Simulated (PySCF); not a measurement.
Curvature of the energy in the electron number along the second row, charge +2

Calculated with PySCF 2.14, in x2c-TZVPall, spin-free X2C: one orbital is emptied in steps, and each cell gives the departure of E from the straight line at half an electron, in eV (from a cubic fit). The exact functional gives zero.

```
species   orbital    LDA   PBE0  BHandHLYP  LC-wPBE   UHF
    B²⁺  2s alpha  -1.28  -0.99      -0.76    -0.26  0.00
    C²⁺   2s beta  -1.64  -1.21      -0.87    -0.46  0.07
    N²⁺  2p alpha  -2.33  -1.68      -1.07    -0.97  0.18
    O²⁺  2p alpha  -2.63  -1.84      -1.14    -1.19  0.28
    F²⁺  2p alpha  -2.92  -2.02      -1.22    -1.44  0.39
   Ne²⁺   2p beta  -2.88  -1.98      -1.19    -1.41  0.54
```

**Question.** How does the mean departure depend on the functional?

**Answer.** LDA -2.28 eV; PBE0 -1.62 eV; BHandHLYP -1.04 eV; LC-wPBE -0.95 eV; UHF 0.24 eV. Semilocal functionals are convex (delocalisation error), Hartree-Fock is concave or straight, and exact exchange removes curvature roughly in proportion to its share, so among the functionals the range-separated hybrids usually come closest to zero.
